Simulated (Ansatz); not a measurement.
Frontier orbitals of `[CH3][Ta](=[O])([OH])[OH]`.

Charge 0, multiplicity 1. Correlated methods include outer-core shells of Ta, which these sets cover unevenly. Ta takes the def2 core potential. The structure was optimised at the PBE0-D4/def2-TZVP level. It is one conformer, not always the lowest. Basis def2-TZVPP, the Gaussian-basis code of Ansatz.

```csv
functional,HOMO (eV),LUMO (eV),gap (eV)
PBE,-6.91,-1.55,5.36
BLYP,-6.79,-1.46,5.33
PBE0,-8.32,-0.65,7.67
r2SCAN0,-8.52,-0.52,8.00
CAM-B3LYP,-9.75,0.47,10.22
ωB97M-V,-10.65,1.02,11.67
```

A quarter of exact exchange (PBE0) shifts PBE's HOMO by −1.40 eV and its LUMO by +0.90 eV; full exchange at long range (ωB97M-V) shifts them by −3.74 and +2.57 eV. The gap opens from 5.36 to 11.67 eV, since occupied levels lose self-interaction and empty ones feel all the electrons. A positive LUMO is unbound and depends on the basis.
